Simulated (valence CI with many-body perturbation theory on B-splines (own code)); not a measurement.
# E1 transitions of I3+

Level of theory: valence CI with perturbative core correlation (CI+MBPT): four valence electrons over a frozen Dirac-Fock core [Kr] 4d10, a basis of 11 s, 11 p, 9 d, 7 f, 5 g, 2 h, 1 i functions for each j, with the one-electron correlation potential Σ1, the two-electron term Σ2, the three-electron term Σ3, Breit, model QED; selected CI, second order for the rest, scaled by the run's own slope (own B-spline code, finite nucleus).

No measured spectrum was set against this ion. As an estimate, levels hold to about 250 cm⁻¹ or 0.2 % of their energy and the worst to 1 %, as in measured heavy ions of charge 2 to 7; those with d or f electrons hold less well. Core correlation moves these levels by up to 11000 cm⁻¹, and in measured spectra 5 to 20 % of such shifts remained as error; rates that hang on mixing are uncertain with them. Among the levels kept, up to 300 cm⁻¹ of a level comes from second order outside the variational space, and about a tenth of that is noise between levels of different J, which matters for small intervals.

Lines 51 to 100 of 238 in falling wavelength, among levels below 27.530 eV, chosen from the strongest by gf and those to the six lowest levels. Wavelengths and rates use the calculated energies, so an error of 200 cm⁻¹ moves a line at 243.7 nm by 0.49 % and its rate by three times that or more. Electric multipoles are in the length gauge, E1 and E2 with the static RPA response of the core. Weak lines are less certain than strong ones. Lines between different terms over intervals too small for the method are left out, as are lines whose strength nearly cancels. Where a level lies close to another of its J and parity, the split of strength between their lines is uncertain. The highest levels of a list are the least certain.

Names give the largest LS component (configuration and term), which can be under half, so a name can repeat, a term be missing and a line seem to break the LS rules; names also repeat where a configuration has a term twice. Letters in brackets count levels of one name in rising energy.

| λ vac (nm) | Upper | Lower | A (s⁻¹) | S (a.u.) |
| --- | --- | --- | --- | --- |
| 243.7 | 4f5s²5p ³D_3 | 5s²5p5d ³P°_2 [b] | 8.12e+07 | 4.06e+00 |
| 243.4 | 5s²5p6p ³S_1 | 5s²5p5d ³P°_0 | 5.54e+07 | 1.18e+00 |
| 242.9 | 4f5s²5p ³F_4 | 5s²5p5d ³D°_3 | 1.06e+08 | 6.77e+00 |
| 240.6 | 4f5s²5p ³F_2 | 5s²5p5d ³P°_2 [a] | 2.15e+07 | 7.39e-01 |
| 238.0 | 4f5s²5p ¹G_4 | 5s²5p5d ¹F°_3 | 2.36e+08 | 1.42e+01 |
| 237.6 | 4f5s²5p ³F_2 | 5s²5p5d ³D°_1 [a] | 1.02e+08 | 3.37e+00 |
| 236.3 | 5s²5p6p ³P_1 [b] | 5s²5p5d ³D°_1 [b] | 4.16e+07 | 8.11e-01 |
| 236.2 | 4f5s²5p ³D_2 | 5s²5p5d ³P°_2 [b] | 2.07e+07 | 6.74e-01 |
| 226.2 | 4f5s²5p ³D_2 | 5s²5p5d ³P°_1 | 1.01e+08 | 2.89e+00 |
| 226.2 | 4f5s²5p ¹D_2 | 5s²5p6s ¹P°_1 | 5.14e+07 | 1.47e+00 |
| 223.5 | 4f5s²5p ³D_3 | 5s²5p5d ³D°_2 | 2.20e+07 | 8.47e-01 |
| 222.3 | 5s²5p6d ³F°_2 | 5s²5p6p ³D_1 | 7.93e+08 | 2.15e+01 |
| 221.8 | 4f5s²5p ³D_3 | 5s²5p5d ³D°_3 | 2.08e+07 | 7.84e-01 |
| 220.4 | 5s²5p6p ³P_1 [b] | 5s²5p5d ³P°_2 [a] | 3.94e+07 | 6.25e-01 |
| 218.2 | 5s²5p6p ³D_1 | 5s²5p5d ³F°_2 | 2.13e+08 | 3.28e+00 |
| 217.9 | 4f5s²5p ³D_1 | 5s²5p5d ³P°_1 | 1.04e+08 | 1.60e+00 |
| 217.1 | 4f5s²5p ³D_2 | 5s²5p5d ³D°_2 | 4.61e+07 | 1.16e+00 |
| 212.5 | 4f5s²5p ³D_1 | 5s²5p5d ³P°_0 | 1.33e+08 | 1.89e+00 |
| 209.5 | 5s²5p6p ³D_3 [a] | 5s²5p5d ³P°_2 [a] | 2.05e+07 | 6.50e-01 |
| 208.1 | 5s²5p6p ³D_2 | 5s²5p5d ³F°_3 | 3.91e+08 | 8.69e+00 |
| 201.5 | 4f5s²5p ¹D_2 | 5s²5p5d ³P°_2 [b] | 3.93e+07 | 7.93e-01 |
| 197.0 | 4f5s²5p ³G_3 | 5s²5p5d ³F°_2 | 1.46e+08 | 3.85e+00 |
| 197.0 | 5s²5p6p ³P_1 [a] | 5s²5p5d ³F°_2 | 1.56e+08 | 1.76e+00 |
| 196.7 | 4f5s²5p ³G_4 | 5s²5p5d ³F°_3 | 3.31e+08 | 1.12e+01 |
| 194.8 | 5s²5p6p ³D_3 [a] | 5s²5p5d ³F°_4 | 3.46e+08 | 8.83e+00 |
| 194.7 | 4f5s²5p ¹G_4 | 5s²5p5d ³D°_3 | 1.99e+07 | 6.52e-01 |
| 193.2 | 5s²5p6p ³D_3 [b] | 5s²5p5d ³F°_4 | 1.27e+08 | 3.16e+00 |
| 189.6 | 4f5s²5p ³F_4 | 5s²5p5d ³F°_4 | 7.77e+07 | 2.35e+00 |
| 189.3 | 4f5s²5p ³G_5 | 5s²5p5d ³F°_4 | 4.55e+08 | 1.68e+01 |
| 188.8 | 4f5s²5p ³F_3 | 5s²5p5d ³F°_2 | 1.30e+08 | 3.01e+00 |
| 188.4 | 4f5s²5p ³D_3 | 5s²5p5d ³P°_2 [a] | 6.15e+07 | 1.42e+00 |
| 186.3 | 5s²5p6p ³D_1 | 5s²5p5d ¹D°_2 | 1.66e+08 | 1.59e+00 |
| 182.2 | 4f5s²5p ³F_2 | 5s²5p5d ³F°_2 | 3.54e+07 | 5.29e-01 |
| 182.1 | 4f5s²5p ³D_2 | 5s²5p5d ³D°_1 [a] | 5.37e+07 | 8.01e-01 |
| 181.0 | 5s5p³ ⁵S°_2 | 5s²5p² ¹D_2 | 4.18e+05 | 6.12e-03 |
| 176.5 | 4f5s²5p ³D_3 | 5s²5p5d ³F°_4 | 7.67e+07 | 1.46e+00 |
| 174.0 | 5s²5p6p ³P_2 | 5s²5p5d ³F°_3 | 7.87e+07 | 1.02e+00 |
| 170.7 | 4f5s²5p ³G_3 | 5s²5p5d ¹D°_2 | 2.05e+08 | 3.52e+00 |
| 170.6 | 4f5s²5p ¹D_2 | 5s²5p5d ³D°_1 [b] | 1.02e+08 | 1.25e+00 |
| 170.4 | 5s²5p6p ³D_3 [b] | 5s²5p5d ³F°_3 | 9.08e+07 | 1.55e+00 |
| 170.3 | 5s²5p6p ³P_1 [b] | 5s²5p5d ³F°_2 | 1.35e+08 | 9.87e-01 |
| 167.7 | 4f5s²5p ³F_4 | 5s²5p5d ³F°_3 | 1.24e+08 | 2.59e+00 |
| 163.7 | 5s²5p6p ³D_3 [a] | 5s²5p5d ³F°_2 | 8.94e+07 | 1.36e+00 |
| 162.5 | 5s²5p6p ³D_3 [b] | 5s²5p5d ³F°_2 | 1.04e+08 | 1.54e+00 |
| 162.2 | 5s5p³ ³D°_1 | 5s²5p² ¹S_0 | 3.69e+05 | 2.33e-03 |
| 161.6 | 5s²5p6p ³D_1 | 5s5p³ ³P°_2 | 1.25e+08 | 7.83e-01 |
| 160.8 | 4f5s²5p ¹D_2 | 5s²5p5d ³D°_1 [a] | 5.85e+07 | 6.00e-01 |
| 149.7 | 5s5p³ ⁵S°_2 | 5s²5p² ³P_2 | 5.41e+06 | 4.48e-02 |
| 149.7 | 4f5s²5p ³G_3 | 5s5p³ ³P°_2 | 1.86e+08 | 2.16e+00 |
| 145.1 | 5s²5p6p ³D_3 [a] | 5s²5p5d ¹D°_2 | 3.67e+07 | 3.88e-01 |
